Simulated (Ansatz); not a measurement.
The inner images of a band of AsH4Si (6 atoms, charge -1, multiplicity 1) are given out of order.

Computed with RKS BLYP-D4/def2-TZVP in Ansatz 0.2.0.

Image 0:

```xyz
6
Properties=species:S:1:pos:R:3
Si 0.012 -1.245 0.457
As -0.030 1.134 -0.419
H 1.090 -1.608 -0.602
H -1.145 -1.619 -0.510
H 1.133 1.658 0.467
H -1.060 1.679 0.608
```

Image 6:

```xyz
6
Properties=species:S:1:pos:R:3
Si 0.263 -0.418 0.029
As -0.521 1.456 -1.086
H 1.162 -1.203 -0.901
H -0.708 -1.485 0.521
H 1.130 -0.264 1.272
H -1.325 1.915 0.164
```

**Question.** Put them in order from the first end to the last, with their energies above the first end.
A.
```xyz
6
Properties=species:S:1:pos:R:3
Si 0.153 -0.830 0.245
As -0.112 1.430 -0.770
H 1.215 -1.336 -0.702
H -1.051 -1.746 -0.036
H 0.725 0.558 0.809
H -0.931 1.924 0.455
```
B.
```xyz
6
Properties=species:S:1:pos:R:3
Si 0.155 -0.611 0.028
As -0.358 1.456 -0.962
H 1.244 -1.334 -0.712
H -0.903 -1.731 0.197
H 0.781 0.315 1.019
H -0.919 1.905 0.431
```
C.
```xyz
6
Properties=species:S:1:pos:R:3
Si 0.041 -1.163 0.439
As -0.050 1.203 -0.485
H 1.104 -1.411 -0.674
H -1.119 -1.779 -0.376
H 1.060 1.286 0.576
H -1.035 1.864 0.520
```
D.
```xyz
6
Properties=species:S:1:pos:R:3
Si 0.110 -1.031 0.396
As -0.031 1.340 -0.594
H 1.150 -1.342 -0.712
H -1.089 -1.782 -0.209
H 0.851 0.891 0.645
H -0.990 1.923 0.474
```
E.
```xyz
6
Properties=species:S:1:pos:R:3
Si 0.188 -0.469 -0.038
As -0.592 1.436 -1.097
H 1.242 -1.254 -0.795
H -0.738 -1.623 0.373
H 0.873 -0.030 1.228
H -0.974 1.940 0.329
```

**Answer.** C (+15.3 kJ/mol), D (+65.9 kJ/mol), A (+120.0 kJ/mol), B (+39.9 kJ/mol), E (-40.8 kJ/mol).

Run time: 40 s on 2 threads of Intel(R) Xeon(R) 6975P-C (Granite Rapids) (shared host), peak memory 0.18 GiB.
